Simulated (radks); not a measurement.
The numbers below are computed, except where a source is named.
Q: Radial electron density D(r) = 4 pi r^2 rho(r) of an atom or ion with 47.125 electrons. Code: a radial shooting solver on a logarithmic mesh with Libxc functionals. Model: Dirac Kohn-Sham, PBEsol, spin-unpolarised, spherical densities, point nucleus.

r (bohr),D(r) (e/bohr)
0.004375,15.55
0.005052,19.08
0.005835,23.18
0.006739,27.84
0.007783,33.00
0.008988,38.53
0.01038,44.21
0.01199,49.74
0.01384,54.72
0.01586,58.54
0.01832,61.25
0.02116,62.28
0.02443,61.59
0.02822,59.47
0.03259,56.66
0.03763,54.27
0.04346,53.54
0.05019,55.46
0.05797,60.26
0.06695,67.02
0.07731,73.71
0.08929,77.73
0.1023,77.21
0.1181,71.81
0.1364,63.44
0.1576,55.91
0.182,52.85
0.2102,55.27
0.2427,60.45
0.2803,63.25
0.3237,59.44
0.3739,48.72
0.4318,35.03
0.4986,23.83
0.5759,18.46
0.6598,18.21
0.762,19.86
0.88,20.27
1.016,18.16
1.174,14.28
1.355,10.09
1.565,6.598
1.808,4.127
2.088,2.530
2.411,1.530
2.785,0.8997
3.216,0.5006
3.684,0.2656
4.255,0.1212
4.914,0.04764
5.675,0.01553
6.554,0.004027
7.57,0.0007971
8.742,0.0001159

What is the nuclear charge?

A: Z = 48. The innermost maximum, from 1s, lies near gamma/Z bohr with gamma = sqrt(1 - (Z/c)^2) = 0.937, here 0.0195 bohr (found: 0.0215), and its height grows with Z. The density is that of the cadmium ion Cd0.875+ in [Kr] 4d10 5s1.125; the configuration itself is not fixed sharply by these data, and Z only to a few units. D(r) has 4 maxima, at r = 0.0215, 0.0944, 0.280, 0.839 bohr, and minima at 0.0424, 0.183, 0.619 bohr, inside which lie 2.04, 11.21, 29.00 electrons.
